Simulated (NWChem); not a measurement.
# Ionisation of C$_{2}$H$_{2}$Cl

SMILES: [CH]=CCl
```xyz
5

C      1.6920    -0.3352     0.0000
C      0.4360    -0.7015     0.0000
Cl    -0.8935     0.4359     0.0000
H      2.3171     0.5543     0.0000
H      0.1032    -1.7442     0.0000
```
Charge 0, spin multiplicity 2.

Program: NWChem. All single points use one geometry, from UPBE0/def2-SVP, a minimum by its harmonic frequencies.

Basis set: def2-TZVP. −ε marks an orbital energy of the parent.

The correlated methods keep 7 core orbitals frozen. B3LYP has NWChem's definition, with VWN1-RPA local correlation. The structure started from a generated list of species. The unpaired electrons of the parent sit in orbitals of symmetry a' (Cs labels of the run); other states weren't searched. No SCF solution was tested for a lower state. Open-shell Hartree-Fock references start from PBE0 orbitals.

Task: One of these methods gave a first vertical ionisation energy of 6.24 eV. Which?
A) −ε(alpha HOMO) of PBE
B) −ε(alpha HOMO) of M06-2X
C) −ε(alpha HOMO) of BHandHLYP
D) −ε(alpha HOMO) of B3LYP

Result: A, −ε(alpha HOMO) of PBE. The others give 8.97 (−ε(alpha HOMO) of BHandHLYP), 7.36 (−ε(alpha HOMO) of B3LYP), 8.80 (−ε(alpha HOMO) of M06-2X).
